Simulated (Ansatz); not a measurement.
## Match the barriers

Saddle point of Si2H3Cl3, closed shell (Si₂H₃Cl₃ ([SiH3][Si]([Cl])([Cl])[Cl]) → SiH₃Cl ([SiH3][Cl]) + SiCl₂; bonds formed: Si1–Cl3; bonds broken: Si1–Si2, Si2–Cl3), PBE0-D4/def2-TZVP structure:

| atom | x (Å) | y (Å) | z (Å) |
| --- | --- | --- | --- |
| Si1 | -0.1487 | -0.1672 | 1.2493 |
| Si2 | -0.1755 | 0.5034 | -1.2049 |
| Cl3 | 1.1865 | -1.1895 | -0.3488 |
| Cl4 | -1.1569 | -0.4895 | -2.7220 |
| Cl5 | 1.2118 | 1.7068 | -2.1415 |
| H6 | -1.5969 | -0.4846 | 1.2390 |
| H7 | 0.2152 | 1.2047 | 1.6783 |
| H8 | 0.4647 | -1.0843 | 2.2507 |

Ansatz 0.2.0; basis: def2-TZVPP, with def2-QZVPP for the basis limit; cores frozen in the correlated methods. B3LYP uses VWN-RPA correlation. Extrapolation: Hartree–Fock as exp(−7.88 √X), correlation as X^−2.97. Four methods, as single points on the PBE0-D4 structures, gave these electronic barriers from the start structure: 1.747, 1.953, 2.090, 2.520 eV.

Problem. The methods were, in alphabetical order, B3LYP-D4, CCSD(T), HF, PBE-D4. Which gave which? (Judge from chemistry; the calculation decides.)

Solution. The calculation gives: PBE-D4 1.747; B3LYP-D4 1.953; CCSD(T) 2.090; HF 2.520 eV. For comparison, CCSD(T) at an estimated basis limit (MP2 extrapolated from triple and quadruple zeta, plus CCSD(T) − MP2 in triple zeta) gives 2.071 eV.

The T1 diagnostic stays at or below 0.012.

Losses and insertions of silylenes and their heavier kin drive the gas-phase chemistry of silicon and germanium vapour deposition.

Labels in which every atom is bracketed show which atoms are joined, not bond orders.

For scale, one of the runs: CCSD(T)/def2-TZVPP, 252 basis functions, launched by `ansatz run in.yaml --threads 8 --pin off --events-out ev --progress --plain --max-ram 19148MiB`. Time: 34 s of wall clock on 8 CPU threads of an Intel Xeon Platinum 8259CL; the host was shared. Peak host memory: 4.6 GiB.
